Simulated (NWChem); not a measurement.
Molecule: CH8OSi2; SMILES [Si@@H](C)([SiH3])O

```xyz
12

C     -1.4750     1.4179     0.2280
Si     0.0852     0.5650    -0.3759
O      1.4726     1.2123     0.3082
Si    -0.0210    -1.7455     0.0777
H     -1.4172     2.5020     0.0417
H     -2.3567     1.0253    -0.3040
H     -1.6352     1.2630     1.3066
H      0.2391     0.7887    -1.8430
H      1.6339     1.0017     1.2322
H     -0.0388    -1.9718     1.5608
H      1.1654    -2.4685    -0.4780
H     -1.2618    -2.3616    -0.4919
```
Atoms are numbered in this order, from 1.

Computed with NWChem. Pople sets run with spherical d functions. Coordinates come from a PBE0/def2-SVP optimisation. Level: PBE0/6-31+G*; the question gives the wavelength of the field.

Problem. Estimate the computed values for field 589 nm. Quantities: isotropic polarisability (bohr³); anisotropy (bohr³).

Solution. 
```
Property                          Result
--------------------------------  ------
isotropic polarisability (bohr³)    71.9
anisotropy (bohr³)                  18.5
```
